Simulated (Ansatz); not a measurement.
Gas-phase electronic energies from Ansatz, PBE0-D4/def2-TZVP geometries. CBS: MP2 limit from def2 TZ/QZ plus the TZ coupled-cluster correction, frozen cores. DFT in def2-TZVPP. For Mg outer-core shells are correlated without core-valence functions, which leaves a few kJ/mol of doubt a bond. Each species was taken in one conformer, which may not be the lowest.

Consider the ligand exchange at the Si–N bond: `FBN([SiH3])[SiH3]` + `[OH][Mg][N]([SiH3])[SiH3]` → `[SiH3][O][Mg][N]([SiH3])[SiH3]` + `FBN[SiH3]`.

| level | ΔE (eV) |
| --- | --- |
| ωB97X-V | -0.77 |
| PBE | -0.77 |
| r2SCAN | -0.81 |
| HF/def2-TZVPP | -0.99 |

(1) What does CCSD(T)/CBS give? (Best estimate.)

Largest T1 diagnostic among the species: 0.012.

Answers

(1) Computed: -0.81 eV. The listed levels differ from it by 0.04, 0.04, 0.00, -0.18 eV.

Leaving LDA and LC-ωPBE aside and taking each functional with its dispersion term where it has one, the values, not all of them listed here, spread over 0.15 eV, from B97M-V to revPBE-D4. LDA lies +0.08 eV from PBE without D4. The D4 term adds +0.08 eV with B3LYP and +0.04 eV with PBE0; it sums over pairs of atoms, weighted by their polarisabilities, and B3LYP, whose exchange is more repulsive, gets the larger term.

B3LYP here is the variant with VWN-RPA as its local correlation; programs differ in this.
